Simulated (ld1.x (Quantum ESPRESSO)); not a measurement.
## cobalt (Co): variants of one PAW potential

Base potential:

cobalt, PAW, made with ld1.x (Quantum ESPRESSO) 7.5 (LDA (PZ), fully relativistic). Core [Ne], reference 3s2 3p6 3d8 4s1 4p0. Waves: 3s (bound): rcut 1.05, rcutus 1.20 bohr; 4s (bound): rcut 1.05, rcutus 1.20 bohr; 3p (bound): rcut 1.15, rcutus 1.40 bohr; 4p (bound, empty): rcut 1.15, rcutus 1.40 bohr; 3d (bound): rcut 1.05, rcutus 1.40 bohr; 3d channel at 0.15 Ry: rcut 1.05, rcutus 1.40 bohr; 4f channel at 0.25 Ry: rcut 1.10, rcutus 1.45 bohr; 4f channel at 1.3 Ry: rcut 1.10, rcutus 1.45 bohr. Local part: all-electron potential smoothed inside 1.05 bohr (lloc = -1). Core correction: a·sin(br)/r model core, default radius (core density twice the valence density). Augmentation charge: BESSEL, radius 1.10 bohr.

Open shells are filled in proportion to 2j + 1 (rel_dist='average').

All-electron outer shells of the reference configuration (LDA (PZ), scalar-relativistic, ld1.x):

```
shell  level (eV)  outermost node (bohr)  outermost maximum (bohr)
   2s     -891.79                   0.08                      0.21
   2p     -764.21                      –                      0.17
   3s      -97.10                   0.31                      0.67
   3p      -60.87                   0.28                      0.68
   4s       -4.61                   0.97                      2.41
   3d       -4.50                      –                      0.67
   4p       -0.90                   1.07                      3.59
```

Cutoffs, loose and tight: the cutoffs (Ry, on a coarse ladder) from which the occupation-weighted sum of valence levels, in a spherical-Bessel basis at the reference potential, stays within 10 and 1 mRy of its value at 400 Ry. They do not see the model core or the augmentation charge, which bear on the density cutoff. Test errors are all-electron minus pseudo excitation energies from the reference, over the configurations 3s2 3p6 3d7 4s2 4p0; 3s2 3p6 3d7 4s1 4p0; 3s2 3p6 3d7 4s0 4p0; 3s2 3p6 3d5 4s0 4p0; 3s2 3p6 3d7 4s1.5 4p0; 3s2 3p6 3d6 4s2 4p1; 3s1 3p6 3d7 4s2 4p0. A dash means not determined; rows that change the core or the reference have their own tests. The largest error is taken over the tests solved by every variant that gives reliable tests at all: 3s1 3p6 3d7 4s2 4p0; 3s2 3p6 3d5 4s0 4p0; 3s2 3p6 3d7 4s0 4p0; 3s2 3p6 3d7 4s1 4p0; 3s2 3p6 3d7 4s1.5 4p0; 3s2 3p6 3d7 4s2 4p0.

Cutoffs are not given where the Bessel-basis levels miss the radial ones by over 6 mRy, ghosts where they miss by over 20 mRy; a channel whose overlap is not positive is not tested.

The default core radius of the base comes out at 0.37 bohr.

A file whose overlap is not positive is unfit for use, and its test errors describe a broken file.

| change | outcome | bound ghosts | largest test error (meV) |
| --- | --- | --- | --- |
| base | generated | not determined | -901 |
| augmentation PSQ, inside the norm-conserving radii | generated | not determined | -479 |
| core correction a·sin(br)/r model core inside 1.20 bohr | generated | not determined | -917 |
| scalar-relativistic | generated, overlap not positive | not determined (overlap not positive) | -849 |
| waves 3d (bound): rcut 1.05, rcutus 1.16 bohr; 3d channel at 0.15 Ry: rcut 1.05, rcutus 1.16 bohr | generated | not determined | -1081 |
| reference 3s2 3p6 3d7 4s2 4p0; removed wave 4f channel at 1.3 Ry: rcut 1.10, rcutus 1.45 bohr | generated | not determined | -125 |

(1) What comes out with this change to the base: type ultrasoft; local potential all-electron potential smoothed inside 1.10 bohr (lloc = -1); augmentation built from norm-conserving waves at rcut, not smoothed further?

(2) What comes out with this change to the base: all radii but the core radius scaled by about 0.79 (s 0.96, p 1.10, d 1.10, f 1.14 bohr, rcut 0.84/0.92/0.84/0.88); local potential all-electron potential smoothed inside 0.84 bohr (lloc = -1); augmentation BESSEL, radius 0.88 bohr?

Answers

(1) outcome: generated, overlap not positive; bound ghosts: not determined (overlap not positive); largest test error (meV): -4480. A file whose overlap is not positive is unfit for use, and its test errors describe a broken file.

(2) outcome: generated; bound ghosts: not determined; largest test error (meV): -4.1.
